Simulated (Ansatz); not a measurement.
`S=[CH][GeH3]` + HI → `[GeH3][I]` + `C=S` at 600 K and 1 bar (ligand exchange at a Ge–C bond).

Computed with Ansatz on PBE0-D4/def2-TZVP structures; ΔE is electronic, products minus reactants. CCSD(T)/CBS adds triple-zeta CCSD(T) − MP2 to the extrapolated MP2 energy (def2 sets, frozen cores). This one scheme is used for every species. Elements past krypton have def2 core potentials. For Ge, I outer-core shells are correlated without core-valence functions, which leaves a few kJ/mol of doubt a bond. Scalar relativity is left out up to krypton.

```csv
species,CCSD(T)/CBS energy (Eh),H − E (kJ/mol),S (J/(mol·K))
`S=[CH][GeH3]`,-2514.29743,146.8,375.5
HI,-298.03592,31.6,227.0
`[GeH3][I]`,-2375.37957,95.8,331.0
`C=S`,-436.98974,88.9,261.7
```

H − E and S are ideal-gas, rigid-rotor, harmonic terms from PBE0-D4/def2-TZVP. 1 Eh = 2625.50 kJ/mol, R = 8.31446 J/(mol·K).

Q: By hand: ΔE, ΔH, ΔS and ΔG.

A: ΔE = (-2375.37957) + (-436.98974) − (-2514.29743) − (-298.03592) = -0.03596 Eh = -94.4 kJ/mol. Δ(H − E) = 95.8 + 88.9 − 146.8 − 31.6 = 6.3, so ΔH = -88.1 kJ/mol. ΔS = 331.0 + 261.7 − 375.5 − 227.0 = -9.8 J/(mol·K). ΔG = -88.1 − 600 × (-9.8)/1000 = -82.2 kJ/mol.

Q: By hand: the equilibrium constant, and the temperature at which ΔG would vanish if ΔH and ΔS stayed fixed.

A: log₁₀ K = −ΔG/(RT ln 10) = 7.2. ΔG = 0 at ΔH/ΔS = 8990 K, far beyond where these terms or the molecules hold.

The number of gas molecules stays the same, so ΔS is small and ΔH decides. A doubt of 5 kJ/mol in ΔE shifts log₁₀ K by 0.4 here. These are equilibria of isolated gas molecules and say nothing of rates. Largest T1 diagnostic: 0.016 (customary marks: 0.02 for closed shells, 0.045 for open ones).
